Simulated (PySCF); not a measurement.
A TDDFT job, as run on `C/C=C(/C(=O)F)C(F)(F)F`.

Computed with TDDFT PBE0/def2-SVPD, vertical, gas phase, core orbitals frozen in the response in PySCF 2.14.0, density-fitted response routines.

Input of the driver that calls PySCF (job settings, then Cartesian coordinates in Å):

```
{"job": {"kind": "uv", "xc": "PBE0", "basis": "def2-SVPD", "nstates": 8, "ntriplets": 3}, "charge": 0, "multiplicity": 1}
C      1.9545    -0.3198    -0.2212
C      0.6111    -0.8067     0.1600
C     -0.5481    -0.1299     0.1347
C     -1.8249    -0.7405     0.5356
O     -2.9038    -0.2653     0.5596
F     -1.6551    -2.0405     0.9180
C     -0.7229     1.3082    -0.2993
F     -1.5316     1.4066    -1.3628
F     -1.2543     2.0573     0.6748
F      0.4231     1.9105    -0.6472
H      2.6969    -1.0999    -0.0863
H      2.2355     0.5481     0.3744
H      1.9637     0.0057    -1.2612
H      0.5552    -1.8344     0.4986
```

The self-consistent field part of the output:

```
coarse grid: 13344 points
cycle   1  E = -666.0396905522  dE =  1.726e+00  |g| = 1.174e+00  |ddm| = 5.908e+00
cycle   2  E = -665.4582432382  dE =  5.814e-01  |g| = 2.155e+00  |ddm| = 5.348e+00
cycle   3  E = -666.2772111389  dE = -8.190e-01  |g| = 3.196e-01  |ddm| = 4.146e+00
cycle   4  E = -666.2955440238  dE = -1.833e-02  |g| = 9.627e-02  |ddm| = 5.545e-01
cycle   5  E = -666.2968851660  dE = -1.341e-03  |g| = 3.569e-02  |ddm| = 1.465e-01
cycle   6  E = -666.2971581658  dE = -2.730e-04  |g| = 8.148e-03  |ddm| = 6.647e-02
cycle   7  E = -666.2971718312  dE = -1.367e-05  |g| = 2.940e-03  |ddm| = 1.739e-02
cycle   8  E = -666.2971738087  dE = -1.978e-06  |g| = 6.139e-04  |ddm| = 5.781e-03
final grid: 135152 points
cycle   9  E = -666.3952144317  dE = -4.852e-05  |g| = 1.174e-02  |ddm| = 1.945e-01
cycle  10  E = -666.3951539478  dE =  6.048e-05  |g| = 2.131e-02  |ddm| = 5.375e-02
cycle  11  E = -666.3952405785  dE = -8.663e-05  |g| = 2.572e-03  |ddm| = 3.154e-02
cycle  12  E = -666.3952418407  dE = -1.262e-06  |g| = 4.153e-04  |ddm| = 3.880e-03
cycle  13  E = -666.3952418645  dE = -2.385e-08  |g| = 1.571e-04  |ddm| = 7.272e-04
cycle  14  E = -666.3952418690  dE = -4.499e-09  |g| = 4.047e-05  |ddm| = 3.086e-04
cycle  15  E = -666.3952418693  dE = -3.042e-10  |g| = 1.823e-05  |ddm| = 1.160e-04
converged SCF energy = -666.3952418693
```

Q: What follows in the output?

A: 
```
Static polarisability (au): isotropic 67.161, principal 47.893 63.669 89.922

Singlet excitations
state   eV       nm        f      main configurations
  1   5.1159    242.4   0.00001   H-1->L 0.96
  2   6.2327    198.9   0.46497   H->L 0.96
  3   6.9128    179.4   0.00132   H-2->L 0.97
  4   7.6337    162.4   0.00033   H-4->L 0.91
  5   7.7930    159.1   0.02921   H-3->L 0.91
  6   8.0314    154.4   0.00001   H-1->L+2 0.77, H-8->L 0.10
  7   8.1159    152.8   0.00348   H->L+1 0.96
  8   8.3947    147.7   0.00112   H-5->L 0.99

Triplet excitations (Tamm-Dancoff, eV): 3.7573 4.6553 6.1461
```

The SCF starts on a coarse grid; the energy jumps when the final grid takes over, and dE counts afresh there. The run used 247 basis functions and 15 SCF iterations for the ground state.

Rough CPU time on one thread of a shared machine: about 2.3 min.

Geometry: GFN2-xTB, one conformer, isolated molecule.
